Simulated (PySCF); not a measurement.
## Basis and Hamiltonian dependence of the ionisation energy of Ar(2+)

Ar(2+) [Ne] 3s2 3p4 (3P) → Ar(3+) [Ne] 3s2 3p3 (4S). Calculated with PySCF 2.14 from differences of total energies of unrestricted determinants, without spin-orbit coupling. Values in eV.

```tsv
basis	Hamiltonian	functions	UHF	r2SCAN	PBE0	MP2 (valence)	CCSD(T) (valence)	CCSD(T) (valence and next inner shell)
x2c-SVPall	spin-free X2C	18	39.431	n/a	n/a	39.933	39.943	n/a
cc-pV(D+d)Z	non-relativistic	23	39.308	n/a	n/a	39.755	39.769	n/a
jorge-DZP-DKH	spin-free X2C	24	39.286	n/a	40.650	39.813	39.825	n/a
ANO-RCC-VTZP	spin-free X2C	34	39.387	40.679	40.712	40.190	40.340	40.340
x2c-TZVPall	spin-free X2C	37	39.360	40.668	40.713	40.142	40.279	n/a
def2-TZVP	non-relativistic	37	39.373	n/a	n/a	40.152	40.289	n/a
aug-cc-pV(T+d)Z with one added diffuse shell each of s, p, d, f type	non-relativistic	71	39.402	40.702	40.733	40.211	40.351	n/a
aug-cc-pCVTZ-DK	spin-free X2C	75	39.387	40.693	40.727	40.211	40.351	40.392
dyall-av3z	non-relativistic	84	39.387	40.687	40.718	40.215	40.350	n/a
aug-cc-pVQZ-DK	spin-free X2C	84	39.390	40.694	40.719	40.330	40.483	n/a
aug-cc-pV(Q+d)Z	non-relativistic	89	39.401	40.702	40.729	40.340	40.495	n/a
aug-cc-pwCVQZ	non-relativistic	134	39.398	40.697	40.725	40.357	n/a	n/a
aug-cc-pCVQZ-DK	spin-free X2C	134	39.390	40.691	40.717	40.343	n/a	n/a
```

Problem. Estimate the row for x2c-QZVPPall (spin-free X2C, 70 functions).

Solution. From the rows with the same Hamiltonian and similar size; the calculation gives UHF 39.39; r2SCAN 40.67; PBE0 40.71; MP2 (valence) 40.32; CCSD(T) (valence) 40.48; CCSD(T) (valence and next inner shell) 40.50 (eV).

Extrapolation of MP2 (valence) from aug-cc-pCVTZ-DK and aug-cc-pCVQZ-DK: the correlation parts are 0.825 and 0.953 eV; with the X⁻³ form and unrounded values, (4³ × 0.953 − 3³ × 0.825)/(4³ − 3³) = 1.046 eV, and adding the Hartree-Fock value 39.390 eV of the larger basis gives 40.436 eV.

Frozen in the all-electron rows: valence: [Ne]; valence and next inner shell: 1s2.

Between the lowest levels the reference is 40.735 ± 0.012 eV (semi-empirical (NIST evaluation); NIST Atomic Spectra Database, ionization energies); it includes spin-orbit coupling, which these numbers lack.
